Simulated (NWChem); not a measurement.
System: BeCl2; SMILES [Cl][Be][Cl]

NWChem input:

```
start job
memory heap 200 mb stack 900 mb global 1100 mb
geometry units angstroms noautoz
  Be     0.000000     0.000000     0.000000
  Cl     0.000000     0.000000     1.813735
  Cl     0.000000     0.000000    -1.813735
end
basis spherical
  * library def2-svpd
end
dft
  xc xpbe96 cpbe96
  iterations 200
  cgmin
end
task dft gradient
```

NWChem printed, in part:

```
             Northwest Computational Chemistry Package (NWChem) 7.3.0
             --------------------------------------------------------

 ORDER OF PRIMARY AXIS IS BEING SET TO 4
 D4H symmetry detected

                             Geometry "geometry" -> ""
                             -------------------------

 Output coordinates in angstroms (scale by  1.889725989 to convert to a.u.)

  No.       Tag          Charge          X              Y              Z
 ---- ---------------- ---------- -------------- -------------- --------------
    1 Be                   4.0000     0.00000000     0.00000000     0.00000000
    2 Cl                  17.0000     0.00000000     0.00000000     1.81373500
    3 Cl                  17.0000     0.00000000     0.00000000    -1.81373500

 Effective nuclear repulsion energy (a.u.)      81.8389777693

      Symmetry information
      --------------------

 Group name             D4h
 Group number             28
 Group order              16
 No. of unique centers     2

  pbe96 is a nonlocal functional; adding pw91lda local functional.

                                 NWChem DFT Module
                                 -----------------

 Summary of "ao basis" -> "ao basis" (spherical)
 ------------------------------------------------------------------------------
       Tag                 Description            Shells   Functions and Types
 ---------------- ------------------------------  ------  ---------------------
 Be                        def2-svpd                 6       12   3s3p
 Cl                        def2-svpd                11       27   5s4p2d

      Symmetry analysis of basis
      --------------------------

        a1g        14
        a1u         0
        a2g         0
        a2u        14
        b1g         2
        b1u         2
        b2g         2
        b2u         2
        eg         12
        eu         18

            General Information
            -------------------
          SCF calculation type: DFT
          Wavefunction type:  closed shell.
          No. of atoms     :     3
          No. of electrons :    38
           Alpha electrons :    19
            Beta electrons :    19
          Charge           :     0
          Spin multiplicity:     1
          Use of symmetry is: on ; symmetry adaption is: on
          Maximum number of iterations: 200
          AO basis - number of functions:    66
                     number of shells:    28
          Convergence on energy requested:  1.00D-06
          Convergence on density requested:  1.00D-05
          Convergence on gradient requested:  5.00D-04

              XC Information
              --------------
          PerdewBurkeErnzerhof Exchange Functional  1.000
            Perdew 1991 LDA Correlation Functional  1.000 local
           PerdewBurkeErnz. Correlation Functional  1.000 non-local

             Grid Information
             ----------------
          Grid used for XC integration:  medium
          Radial quadrature: Mura-Knowles
          Angular quadrature: Lebedev.
          Tag              B.-S. Rad. Rad. Pts. Rad. Cut. Ang. Pts.
          ---              ---------- --------- --------- ---------
          Be                  1.05       49          11.0       434
          Cl                  1.00       88          13.0       590
          Grid pruning is: on
          Number of quadrature shells:   137
          Spatial weights used:  Erf1

      Superposition of Atomic Density Guess
      -------------------------------------

 Sum of atomic energies:        -933.21291522

      Non-variational initial energy
      ------------------------------

 Total energy =    -933.776890
 1-e energy   =   -1450.803847
 2-e energy   =     435.187979
 HOMO         =      -0.466593
 LUMO         =      -0.013682

      Symmetry analysis of molecular orbitals - initial
      -------------------------------------------------

 !! scf_movecs_sym_adapt:    8 vectors were symmetry contaminated

  Symmetry fudging

 !! scf_movecs_sym_adapt:    4 vectors were symmetry contaminated

  Numbering of irreducible representations:

     1 a1g         2 a1u         3 a2g         4 a2u         5 b1g
     6 b1u         7 b2g         8 b2u         9 eg         10 eu

  Orbital symmetries:

     1 a1g         2 a2u         3 a1g         4 a2u         5 a1g
     6 a2u         7 eu          8 eu          9 eg         10 eg
    11 a1g        12 a1g        13 a2u        14 a1g        15 a2u
    16 eu         17 eu         18 eg         19 eg         20 a1g
    21 eu         22 eu         23 a2u        24 eu         25 eu
    26 a1g        27 a2u        28 eg         29 eg

 ----------------------------------------------
         Quadratically convergent ROKS

 Convergence threshold     :          5.000E-04
 Maximum no. of iterations :          200
 Final Fock-matrix accuracy:          1.000E-08
 ----------------------------------------------

              iter       energy          gnorm     gmax       time
             ----- ------------------- --------- --------- --------
                 1     -934.5341639319  9.10D-01  2.70D-01      0.4
                 2     -934.5754559423  4.19D-01  1.23D-01      1.0
                 3     -934.5827936827  4.65D-02  1.53D-02      1.4
                 4     -934.5830631087  1.35D-03  3.63D-04      2.2
                 5     -934.5830632745  3.70D-05  1.08D-05      2.9

         Total DFT energy =     -934.583063274497
      One electron energy =    -1452.502492540780
           Coulomb energy =      495.030242084830
    Exchange-Corr. energy =      -58.949790587855
 Nuclear repulsion energy =       81.838977769308

 Numeric. integr. density =       38.000000205738

                       DFT Final Molecular Orbital Analysis
                       ------------------------------------

 Vector   17  Occ=2.000000D+00  E=-3.252312D-01  Symmetry=eu
              MO Center= -8.2D-16, -6.3D-16,  2.8D-14, r^2= 4.0D+00
   Bfn.  Coefficient  Atom+Function         Bfn.  Coefficient  Atom+Function
  ----- ------------  ---------------      ----- ------------  ---------------
    25      0.291188  2 Cl py                52      0.291188  3 Cl py
    24      0.260134  2 Cl px                51      0.260134  3 Cl px
    22      0.237275  2 Cl py                49      0.237275  3 Cl py
    21      0.211971  2 Cl px                48      0.211971  3 Cl px

 Vector   18  Occ=2.000000D+00  E=-3.052936D-01  Symmetry=eg
              MO Center= -4.1D-16, -1.0D-16, -2.8D-14, r^2= 4.4D+00
   Bfn.  Coefficient  Atom+Function         Bfn.  Coefficient  Atom+Function
  ----- ------------  ---------------      ----- ------------  ---------------
    25      0.420970  2 Cl py                52     -0.420970  3 Cl py
    22      0.326005  2 Cl py                49     -0.326005  3 Cl py
    19      0.188810  2 Cl py                46     -0.188810  3 Cl py

 Vector   19  Occ=2.000000D+00  E=-3.052936D-01  Symmetry=eg
              MO Center= -4.0D-16, -2.9D-16,  1.2D-15, r^2= 4.4D+00
   Bfn.  Coefficient  Atom+Function         Bfn.  Coefficient  Atom+Function
  ----- ------------  ---------------      ----- ------------  ---------------
    24      0.420970  2 Cl px                51     -0.420970  3 Cl px
    21      0.326005  2 Cl px                48     -0.326005  3 Cl px
    18      0.188810  2 Cl px                45     -0.188810  3 Cl px

 Vector   20  Occ=0.000000D+00  E=-4.818920D-02  Symmetry=a1g
              MO Center=  3.8D-15, -2.4D-15, -3.6D-14, r^2= 6.8D+00
   Bfn.  Coefficient  Atom+Function         Bfn.  Coefficient  Atom+Function
  ----- ------------  ---------------      ----- ------------  ---------------
     3      2.597218  1 Be s                 17     -0.783616  2 Cl s
    44     -0.783616  3 Cl s                 29      0.504188  2 Cl pz
    56     -0.504188  3 Cl pz                 2      0.478577  1 Be s
    16     -0.277759  2 Cl s                 43     -0.277759  3 Cl s
    26      0.269916  2 Cl pz                53     -0.269916  3 Cl pz

 Vector   21  Occ=0.000000D+00  E=-4.584893D-02  Symmetry=eu
              MO Center=  7.2D-14, -4.8D-15, -2.3D-14, r^2= 3.6D+00
   Bfn.  Coefficient  Atom+Function         Bfn.  Coefficient  Atom+Function
  ----- ------------  ---------------      ----- ------------  ---------------
     4      0.638527  1 Be px                 7     -0.369906  1 Be px
    10     -0.289686  1 Be px                24      0.253621  2 Cl px
    51      0.253621  3 Cl px                27      0.191009  2 Cl px
    54      0.191009  3 Cl px                21      0.171451  2 Cl px
    48      0.171451  3 Cl px

 Vector   22  Occ=0.000000D+00  E=-4.584893D-02  Symmetry=eu
              MO Center= -1.3D-14, -1.6D-13, -5.0D-14, r^2= 3.6D+00
   Bfn.  Coefficient  Atom+Function         Bfn.  Coefficient  Atom+Function
  ----- ------------  ---------------      ----- ------------  ---------------
     5      0.638527  1 Be py                 8     -0.369906  1 Be py
    11     -0.289686  1 Be py                25      0.253621  2 Cl py
    52      0.253621  3 Cl py                28      0.191009  2 Cl py
    55      0.191009  3 Cl py                22      0.171451  2 Cl py
    49      0.171451  3 Cl py

[...]

                         DFT ENERGY GRADIENTS

    atom               coordinates                        gradient
                 x          y          z           x          y          z
   1 Be      0.000000   0.000000   0.000000    0.000000   0.000000   0.000000
   2 Cl      0.000000   0.000000   3.427462    0.000000   0.000000  -0.002913
   3 Cl      0.000000   0.000000  -3.427462    0.000000   0.000000   0.002913
```

Level: PBE/def2-SVPD. Geometry: optimised at PBE-D3(BJ)/def2-SVP.
